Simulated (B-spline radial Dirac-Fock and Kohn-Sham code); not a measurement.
# Photoelectron lines of Ce at 90.2 eV

System: atomic cerium, configuration [Xe] 4f1 5d1 6s2.

The computed values come from an atomic code on a B-spline grid: independent-particle photoionisation in a Dirac-Hartree-Slater potential with a Latter tail, all multipoles, thresholds from Dirac-Fock ΔSCF. The asymmetry parameter β is from the dipole term alone. Kinetic energies are from the vacuum level. Open shells are spread statistically over j, without multiplet splitting.

The last column is dσ/dΩ = σ/(4π) · [1 + β P₂(cos θ)] at θ = 90° from the polarisation vector of linearly polarised light.

| subshell | electrons | binding (eV) | kinetic (eV) | σ (kb) | β | dσ/dΩ (kb/sr) |
| --- | --- | --- | --- | --- | --- | --- |
| 4f5/2 | 0.43 | 10.22 | 79.98 | 455 | 0.40 | 28.9 |
| 4f7/2 | 0.57 | 9.93 | 80.27 | ? | ? | ? |
| 5s | 2 | 48.94 | 41.26 | 148 | 1.85 | 0.911 |
| 5p1/2 | 2 | 29.44 | 60.76 | 127 | 0.15 | 9.39 |
| 5p3/2 | 4 | 26.64 | 63.56 | 267 | -0.17 | 23.1 |
| 5d3/2 | 0.4 | 5.69 | 84.51 | 7.83 | 1.67 | 0.104 |
| 5d5/2 | 0.6 | 5.56 | 84.64 | 10.4 | 1.48 | 0.214 |
| 6s | 2 | 4.76 | 85.44 | 21.1 | 1.91 | 0.0729 |

**Question.** What are σ and β for 4f7/2?

**Answer.** σ = 609 kb, the largest of all subshells and 37 % of the total, and β = 0.41, which gives dσ/dΩ = 38.6 kb/sr.

At such low photon energies correlation between channels can change these cross sections by tens of per cent.

Run: 15 s of CPU time on 1 thread of Neoverse-N1 (shared host), peak memory 0.47 GiB.
